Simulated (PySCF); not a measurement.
Isomers of C3H4S. Gas-phase values, no solvent. One relaxed conformer stands for each flexible species; it need not be the lowest. Strings in code marks are SMILES.

These are M06-2X/def2-TZVP // PBE0-D3(BJ)/def2-TZVP in PySCF 2.14.0 values and carry that method's errors. All candidates: neutral, multiplicity 1. Excitations are Tamm–Dancoff values on a coarser integration grid. The basis has no diffuse functions, so Rydberg states are missing or too high.

```
Item                   Value
-------------------  -------
T1 excitation (TDA)  1.73 eV
S1 excitation (TDA)  2.11 eV
HOMO–LUMO gap        6.12 eV
```

Identify which member has these values.
A. `C#CSC`
B. `CC#CS`
C. `S=C1CC1`
D. `C=CC=S` (C–C–C–S torsion 180°)

C, `S=C1CC1`. The others give `C#CSC`: 4.36 eV, 4.58 eV, 8.34 eV; `C=CC=S` (C–C–C–S torsion 180°): 1.70 eV, 2.10 eV, 5.90 eV; `CC#CS`: 4.57 eV, 4.80 eV, 8.55 eV
